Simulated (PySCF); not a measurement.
HO2, charge -1, multiplicity 1. Atoms are numbered in the order given.

```xyz
3

O      0.0156     0.8100     0.0000
O     -0.1179    -0.6946     0.0000
H      0.8188    -0.9232     0.0000
```
Charge -1, spin multiplicity 1.

The structure is a stationary point at r2SCAN-D4/def2-TZVPD. The spin state was assumed, not searched. The isomer is the one that the SMILES or the coordinates give; other isomers of the formula were not compared.

Method: r2SCAN-D4/def2-TZVPD (PySCF).

No scaling factor is applied to the harmonic values.

```
mode  ν (cm⁻¹)  IR (km/mol)  Raman (Å⁴/amu)  depolarisation  moving atoms (share of kinetic energy)
----  --------  -----------  --------------  --------------  --------------------------------------
1          793         14.5            13.2            0.49                                  O 98 %
2         1142         17.2             9.2            0.41                          H 90 %, O 10 %
3         3738         10.0           235.6            0.32                                  H 94 %
```
